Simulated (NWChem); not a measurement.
A series in which one site is exchanged, each optimised at PBE0/def2-SVP with NWChem, gas phase unless a solvent is named. For some, no frequency run checked for a minimum. def2 effective core potentials on Zr; no spin-orbit coupling.

A: [F][Ti]([Cl])([Cl])[Cl] (TiCl3F; site = Ti)
B: [F][Ge]([Cl])([Cl])[Cl] (GeCl3F; site = Ge)
C: C(Cl)(Cl)(Cl)F (CCl3F; site = C)
D: [F][Zr]([Cl])([Cl])[Cl] (ZrCl₃F; site = Zr)

```json
[
 {"quantity": "orbital gap (eV), PBE0/def2-SVP", "A": "[?]", "B": "7.68", "C": "8.38", "D": "7.24"},
 {"quantity": "vertical ionisation energy, ΔSCF, CAM-B3LYP/def2-SVP (eV)", "A": "[?]", "B": "12.12", "C": "11.56", "D": "11.95"},
 {"quantity": "lowest singlet excitation, CAM-B3LYP/def2-SVPD, TDA (eV)", "A": "[?]", "B": "6.25", "C": "6.50", "D": "6.04"}
]
```

### Question
Complete the blanks.

### Answer

- orbital gap (eV), PBE0/def2-SVP, A: 5.86
- vertical ionisation energy, ΔSCF, CAM-B3LYP/def2-SVP (eV), A: 11.81
- lowest singlet excitation, CAM-B3LYP/def2-SVPD, TDA (eV), A: 4.50
